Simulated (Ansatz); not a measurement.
All numbers were calculated with Ansatz.

Basis-set series for C₃H₉Sc, SMILES `[CH3][Sc]([CH3])[CH3]`. Total charge 0; spin multiplicity 1. Geometry: relaxed with PBE0-D4/def2-TZVP.

```
functional       basis  functions  energy (Eh)  HOMO (eV)  LUMO (eV)
   PBE0-D4  def2-TZVPP        283   -880.11637      -6.69      -1.77
   PBE0-D4  def2-QZVPP        534   -880.13940      -6.71      -1.78
   ωB97M-V  def2-TZVPP        283   -880.32233      -9.03      -0.36
   ωB97M-V  def2-QZVPP        534   -880.34406      -9.05      -0.45
```

Task: Give the rows for def2-SVP. (An estimate is asked.)

Result: The calculation gave: 
| functional | basis | functions | energy (Eh) | HOMO (eV) | LUMO (eV) |
| --- | --- | --- | --- | --- | --- |
| PBE0-D4 | def2-SVP | 118 | -879.88410 | -6.66 | -1.70 |
| ωB97M-V | def2-SVP | 118 | -880.08085 | -8.99 | -0.25 |

Scalar relativity is left out up to krypton.
